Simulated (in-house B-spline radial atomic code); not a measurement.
Ionising the indium ion In²²⁺ with different functionals

Computed with a B-spline radial code for spherical atoms: scalar-relativistic (spin-free X2C) Hamiltonian, Fermi nucleus of rms radius 4.6156 fm, spin-polarised at highest spin, spherical fractional occupations for the functionals, the average over the highest-spin determinants for Hartree-Fock. The ionisation energy is the difference of two self-consistent energies, [Ar] 3d9 → [Ar] 3d8, without Breit or QED terms; ε is the level of the shell that loses the electron (its least bound occupied spin orbital). There is no spin-orbit coupling in this Hamiltonian.

Hybrids are left out here: with spherical fractional occupations of an open shell their exact exchange keeps a self-interaction that integer-occupation calculations don't have.

```csv
method,rung,ΔSCF (eV),-ε(3d) (eV)
Hartree-Fock,Hartree-Fock,1114.22,1117.86
LDA PW92,LDA,?,?
BLYP,GGA,?,?
TPSS,meta-GGA,1114.45,1080.24
```

Question: What does LDA PW92 give?

Answer: ΔSCF 1114.89 eV, and -ε(3d) = 1080.55 eV.

Question: What does BLYP give?

Answer: ΔSCF 1114.54 eV, and -ε(3d) = 1080.23 eV.

Question: How do they compare with the NIST value?

Answer: NIST lists 1109 eV ± 4 (tabulated theory, ground level to ground level). Errors run from +5.22 to +5.89 eV; all lie within about twice that uncertainty, so the table can't rank the methods. Hartree-Fock also lacks correlation.
